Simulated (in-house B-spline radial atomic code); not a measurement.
How numerical settings move a run on neutral ruthenium, [Kr] 4d7 5s1. Computed with a B-spline radial code for spherical atoms: Dirac-Kohn-Sham PBE, spherical fractional occupations, Fermi nucleus of rms radius 4.4809 fm.

Command:
```bash
python run_scf.py task.json out
```
Settings of the sound reference run:
```
Z                44
electrons        44
configuration    [Kr] 4d7 5s1
hamiltonian      dirac
method           pbe,pbe
spin_polarised   False
nucleus          fermi
rms_radius       4.4809
mass_number      102
atomic_mass      101.9043
speed_of_light   137.036
knot_spacing     0.22
spline_order     8
gauss_points     12
box_radius       50
max_iterations   70
damping          0.5
damped_steps     3
diis_vectors     10
tolerance        1e-08
start            Thomas-Fermi
```

Run time, properties included: 2 s on 1 thread of AMD EPYC 7R43 64-Core Processor (shared host).

It converges in 10 iterations to -4531.464806 hartree, with 5s1/2 at -4.23993 eV. The other runs change the listed settings, some to values that make no sense; their results aren't properties of the atom or ion. Radii are in bohr (the nuclear one in fm), a minus after a letter asks for a j subshell, and «unchanged» means within 1e-8 hartree. The run stops when the residual is below 10 × tolerance × max(1, Z/10), or a noise floor if that is larger, and the energy moves by less than 1e-8 × √|E| hartree; so very loose and very tight tolerances often act alike.

```tsv
changed settings	outcome
spline_order = 10, max_iterations = 50, damped_steps = 8, start = bare nucleus	converged in 15 iterations, energy +3.10e-07 hartree from the reference, 5s1/2 level +2.8e-05 eV
box_radius = 2	converged in 8 iterations, energy +1.26e+01 hartree from the reference, 5s1/2 level +1.4e+02 eV (the program warns: 5s1/2 has a positive eigenvalue: unbound, held by the box; 4p1/2 has a positive eigenvalue: unbound, held by the box)
damped_steps = 8	converged in 15 iterations, energy unchanged, 5s1/2 level +1.1e-05 eV
damping = 0.2	converged in 12 iterations, energy unchanged, 5s1/2 level +1.2e-05 eV
damped_steps = 0	converged in 9 iterations, energy unchanged, 5s1/2 level +1.6e-06 eV
gauss_points = 6, box_radius = 10, max_iterations = 75, damping = 0.2, damped_steps = 8	converged in 17 iterations, energy +4.81e-04 hartree from the reference, 5s1/2 level +3.8e-02 eV (the program warns: 5s1/2 reaches the box edge; 4d3/2 reaches the box edge)
box_radius = 10	converged in 10 iterations, energy +4.81e-04 hartree from the reference, 5s1/2 level +3.8e-02 eV (the program warns: 5s1/2 reaches the box edge; 4d3/2 reaches the box edge)
damping = 0.8	converged in 13 iterations, energy unchanged, 5s1/2 level +1.1e-05 eV
max_iterations = 75, damping = 0.95, damped_steps = 1, diis_vectors = 2	converged in 14 iterations, energy unchanged, 5s1/2 level +9.2e-06 eV
electrons = 45, configuration = [Kr] 4d7 5s1 6s-1, max_iterations = 50	stopped with error: j subshells need the Dirac Hamiltonian and l > 0
damping = 0	converged in 13 iterations, energy unchanged, 5s1/2 level +2.5e-05 eV
box_radius = 15	converged in 10 iterations, energy +1.95e-06 hartree from the reference, 5s1/2 level +3.0e-04 eV (the program warns: 5s1/2 reaches the box edge)
gauss_points = 8, box_radius = 5, max_iterations = 2, damping = 0.95	not converged after 2 iterations, last residual 1.8e-01, last energy +1.65e+00 hartree from the reference
max_iterations = 12, damping = 0.95, damped_steps = 30, diis_vectors = 4	not converged after 12 iterations, last residual 1.3e-01, last energy +1.18e+00 hartree from the reference
damped_steps = 30	converged in 18 iterations, energy unchanged, 5s1/2 level +1.8e-05 eV
method = hf, spin_polarised = True	stopped with error: spin polarisation is not served with the Dirac Hamiltonian
```

**Question.** What happens with damping = 0.95?

**Answer.** Converged in 12 iterations, energy unchanged, 5s1/2 level +1.6e-05 eV.

**Question.** What happens with electrons = 52, configuration = [Kr] 4d7 5s1 7s2 7p6, max_iterations = 60?

**Answer.** Converged in 47 iterations to -4530.5557 hartree, a different physical problem (warning: 5s1/2 has a positive eigenvalue: unbound, held by the box).

**Question.** What happens with box_radius = 5?

**Answer.** Converged in 10 iterations, energy +1.17e-01 hartree from the reference, 5s1/2 level +3.3e+00 eV (the program warns: 5s1/2 reaches the box edge; 4s1/2 reaches the box edge).

**Question.** What happens with box_radius = 25?

**Answer.** Converged in 10 iterations, energy unchanged, 5s1/2 level +3.1e-07 eV.
